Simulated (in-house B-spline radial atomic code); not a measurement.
Response of Re VIII (Re7+) as one setting changes: the share of exact exchange in a PBE hybrid. A dash marks a strongly mixed or unbound state. Computed with a B-spline radial code for spherical atoms: linear response of the closed shell [Xe] 4f14 with the functional's adiabatic kernel; scalar-relativistic (spin-free one-electron X2C), finite nucleus, no spin-orbit coupling, no double excitations, S, P, D and F terms only; shells from n = 3 respond. Only terms of natural parity with L up to 3 were computed.

Spin-orbit coupling is strong here, so these LS terms don't match observed levels.

```json
{"share of exact exchange in a PBE hybrid": "0", "lowest 1P (eV)": "4f → 5d 50.21", "lowest 3P, Tamm-Dancoff (eV)": "5p → 5d 46.71", "minus highest occupied level (eV)": "138.25", "α (bohr³)": "1.69"}
{"share of exact exchange in a PBE hybrid": "0.1", "lowest 1P (eV)": "4f → 5d 50.68", "lowest 3P, Tamm-Dancoff (eV)": "5p → 5d 46.80", "minus highest occupied level (eV)": "139.62", "α (bohr³)": "1.688"}
{"share of exact exchange in a PBE hybrid": "0.2", "lowest 1P (eV)": "4f → 5d 51.15", "lowest 3P, Tamm-Dancoff (eV)": "5p → 5d 46.86", "minus highest occupied level (eV)": "140.68", "α (bohr³)": "1.686"}
{"share of exact exchange in a PBE hybrid": "0.3", "lowest 1P (eV)": "4f → 5d 51.60", "lowest 3P, Tamm-Dancoff (eV)": "5p → 5d 46.90", "minus highest occupied level (eV)": "141.75", "α (bohr³)": "1.684"}
{"share of exact exchange in a PBE hybrid": "0.4", "lowest 1P (eV)": "?", "lowest 3P, Tamm-Dancoff (eV)": "?", "minus highest occupied level (eV)": "?", "α (bohr³)": "?"}
{"share of exact exchange in a PBE hybrid": "0.5", "lowest 1P (eV)": "4f → 5d 52.46", "lowest 3P, Tamm-Dancoff (eV)": "5p → 5d 46.93", "minus highest occupied level (eV)": "143.88", "α (bohr³)": "1.681"}
{"share of exact exchange in a PBE hybrid": "0.6", "lowest 1P (eV)": "4f → 5d 52.88", "lowest 3P, Tamm-Dancoff (eV)": "5p → 5d 46.94", "minus highest occupied level (eV)": "144.94", "α (bohr³)": "1.679"}
{"share of exact exchange in a PBE hybrid": "0.7", "lowest 1P (eV)": "?", "lowest 3P, Tamm-Dancoff (eV)": "?", "minus highest occupied level (eV)": "?", "α (bohr³)": "?"}
{"share of exact exchange in a PBE hybrid": "0.8", "lowest 1P (eV)": "-", "lowest 3P, Tamm-Dancoff (eV)": "5p → 5d 46.94", "minus highest occupied level (eV)": "147.07", "α (bohr³)": "1.676"}
{"share of exact exchange in a PBE hybrid": "0.9", "lowest 1P (eV)": "-", "lowest 3P, Tamm-Dancoff (eV)": "5p → 5d 46.93", "minus highest occupied level (eV)": "148.14", "α (bohr³)": "1.675"}
{"share of exact exchange in a PBE hybrid": "1", "lowest 1P (eV)": "-", "lowest 3P, Tamm-Dancoff (eV)": "5p → 5d 46.93", "minus highest occupied level (eV)": "149.20", "α (bohr³)": "1.674"}
```

**Question.** What belongs in the row for 0.4?

**Answer.** lowest 1P (eV): 4f → 5d 52.04; lowest 3P, Tamm-Dancoff (eV): 5p → 5d 46.92; minus highest occupied level (eV): 142.81; α (bohr³): 1.683.

**Question.** What belongs in the row for 0.7?

**Answer.** lowest 1P (eV): 4f → 5d 53.27; lowest 3P, Tamm-Dancoff (eV): 5p → 5d 46.94; minus highest occupied level (eV): 146.01; α (bohr³): 1.678.
